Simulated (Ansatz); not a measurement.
`O[SiH2]BO[SiH3]` and `BB[SiH2]O` differ in one atom or group.

Ansatz, PBE0-D4/def2-TZVP geometries, multiplicity 1. Each molecule was computed in one conformer, which needn't be the lowest.

```
                             property  `O[SiH2]BO[SiH3]`
  LUMO energy (B3LYP/def2-TZVPP) / eV              -1.51
    HOMO energy (PBE/def2-TZVPP) / eV              -6.05
 HOMO–LUMO gap (PBE0/def2-TZVPP) / eV               6.04
   LUMO energy (PBE0/def2-TZVPP) / eV              -1.31
    LUMO energy (PBE/def2-TZVPP) / eV              -2.27
HOMO energy (ωB97M-V/def2-TZVPP) / eV              -9.55
```

What does the change do to each property? (Best estimate.)

The calculation gave: 
| property | `BB[SiH2]O` | shift |
| --- | --- | --- |
| LUMO energy (B3LYP/def2-TZVPP) / eV | -0.87 | 0.64 |
| HOMO energy (PBE/def2-TZVPP) / eV | -6.27 | -0.22 |
| HOMO–LUMO gap (PBE0/def2-TZVPP) / eV | 6.63 | 0.59 |
| LUMO energy (PBE0/def2-TZVPP) / eV | -0.71 | 0.60 |
| LUMO energy (PBE/def2-TZVPP) / eV | -1.62 | 0.65 |
| HOMO energy (ωB97M-V/def2-TZVPP) / eV | -9.46 | 0.09 |

B3LYP here is the variant with VWN-RPA as its local correlation; programs differ in this.
